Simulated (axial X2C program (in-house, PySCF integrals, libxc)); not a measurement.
MoBr⁻: cheaper levels and CCSD(T), with spin–orbit coupling

Computed with an in-house relativistic program for diatomic molecules. Two-component (2c) means X2C with spin–orbit coupling and atomic mean-field two-electron Coulomb and Gaunt terms. Basis: Mo dyall-acv3z [12s13p10d5f3g], Br dyall-acv3z [9s10p7d5f1g] (cores contracted in-house); Gaussian nuclei, density fitting, unrestricted open shells. Masses: Mo 97.905 u, Br 78.918 u.

State: Ω = 3 (⟨Sz⟩ = 3.00, ⟨Lz⟩ = 0.00 at HF); fragments Mo + Br-.

```csv
level,Re (Å),ωe (cm⁻¹),De (eV)
PBE0,2.665,162.2,1.16
HF,2.822,136.2,0.879
MP2,2.682,164.3,1.23
CCSD,2.707,159.2,1.21
r2SCAN0,2.686,159.2,1.15
```

Correlated methods: 14 electrons correlated (number of frozen shells: Mo 4 s, 3 p, 1 d; Br 3 s, 2 p, 1 d), 356 virtual spin orbitals or spinors in MP2, 90 natural virtuals in coupled cluster.

CCSD(T), same Hamiltonian and basis:

Re = 2.698 Å, ωe = 161.5 cm⁻¹, De = 1.23 eV; T1 = 0.015 (Lee–Taylor normalisation).

(1) Give the differences from CCSD(T) in the columns below.

The state is a single determinant with fixed occupations, the lowest that a limited PBE0 search found. De is counted from the lowest determinant-based energies of the atoms at the same level, without counterpoise correction. Density functionals use the spin component along the axis (collinear). Coupled cluster ran in a truncated set of natural virtual spinors; the MP2 energy of the rest was added. (T) has no such correction and the atoms are truncated less, which lowers De at CCSD(T) by a hundredth of an eV or more. Other states lie close and PBE0, whose exact exchange favours high spin, may order them wrongly; the determinant shown need not be the ground state. The nearest other 2c determinant of the search, Ω = 2, lies 0.53 eV up at the distance of the search. With several unpaired electrons one determinant need not be a pure state. Open-shell Ω = 0 determinants with evenly filled partner blocks cannot be reached by this program, so the Ω shown need not be the lowest component. The highest occupied level of some functionals is positive through self-interaction error; at Hartree–Fock it is bound. With the outer-core shells frozen, correlated bond lengths of heavy atoms tend to come out a few hundredths of an ångström too long. Hartree–Fock gets electron affinities wrong, so its lowest charge split need not be the true one.

Answers

(1) 

| level | ΔRe (Å) | Δωe (cm⁻¹) | ΔDe (eV) |
| --- | --- | --- | --- |
| PBE0 | -0.033 | 0.7 | -0.07 |
| HF | 0.124 | -25.3 | -0.35 |
| MP2 | -0.016 | 2.8 | 0.00 |
| CCSD | 0.009 | -2.3 | -0.02 |
| r2SCAN0 | -0.012 | -2.3 | -0.08 |
